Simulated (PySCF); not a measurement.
**As⁺: excitation energy**

As⁺ [Ar] 3d10 4s2 4p2 (3P) → As⁺ [Ar] 3d10 4s2 4p1 4d1 (high-spin determinant), as a difference of total energies. Computed with PySCF 2.14 in aug-cc-pVQZ-DK (8s7p5d3f2g, 93 functions), with the spin-free X2C one-electron Hamiltonian (Gaussian nucleus). Correlated levels: valence: [Ar] 3d10 frozen. The calculations carry no spin-orbit coupling.

```tsv
method	excitation energy (eV)
UHF	11.231
LDA	10.681
PBE	10.498
PBE0	10.796
r2SCAN	11.003
BHandHLYP	10.989
MN15	11.021
HSE06	10.763
B3LYP	10.682
MP2 (valence)	11.117
SCS-MP2 (valence)	11.110
```

Task: How much does correlation contribute at MP2 (valence)?

Result: 11.117 − (11.231) = -0.114 eV, measured against UHF.

A first-order spin-orbit estimate (lowest level to lowest level, LS coupling) adds 0.044 eV.

The promoted electron is Rydberg-like, and one or two diffuse shells describe it only roughly, which tends to raise the upper state.

The determinant of the upper state mixes LS terms, which raises its energy above the lowest term, most at the Hartree-Fock and MP2 levels.
